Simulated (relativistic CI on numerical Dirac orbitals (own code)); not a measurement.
Fe6+: M2,3 absorption edge

Computed with this model: Dirac-Coulomb-Breit CI, KLI orbitals optimised for each configuration, model QED (radiative potential, 1s self-energy scaled to tabulated hydrogen-like ionisation energies), valence Slater integrals scaled by 0.7, multiplet model of core-to-valence dipole absorption; configurations [Ar] 3d2 → [Ne] 3s2 3p5 3d3; 300 K; Lorentzian 0.8 eV and Gaussian 0.3 eV FWHM. Energies are those of the free ion, without screening or charge transfer. The branching ratio is the share of the lower-energy edge in the whole absorption, uncertain by about 0.02 where the edges overlap. S is read from ⟨S²⟩ = S(S + 1).

Field parameters in Wybourne normalisation: D3d B²₀ = −7Dσ, B⁴₀ = −14Dq − 21Dτ, B⁴₃ = −14√(10/7) Dq. The field is a parameter set, without covalency.

free ion: ground-state S = 1.00, centroid 67.63 eV. Peaks (eV, height): 59.9 (15), 63.1 (58), 67.0 (18), 69.0 (100), 72.5 (60).

D3d, 10Dq = 17450, Dσ = -1200, Dτ = -20 cm⁻¹: ground-state S = 1.00, centroid 67.95 eV. Peaks (eV, height): 61.8 (14), 64.7 (63), 70.3 (100), 74.3 (31).

D3d, 10Dq = 17450, Dσ = -510, Dτ = -20 cm⁻¹: ground-state S = 1.00, centroid 67.92 eV. Peaks (eV, height): 61.6 (13), 64.6 (56), 70.2 (100), 74.2 (28).

Strongest unbroadened transitions for free ion:

```
Energy (eV)  Relative strength
      54.56                2.8
      59.05                3.2
      59.95               23.1
      62.47                4.1
      62.88                1.0
      63.05              100.0
      63.28                1.0
      66.95               21.1
      67.13                1.4
      68.06                5.9
      68.96               85.4
      69.04               73.1
      69.09                1.5
      69.22               18.1
      72.05                9.0
      72.32                1.1
      72.45               12.5
      72.53               86.2
```
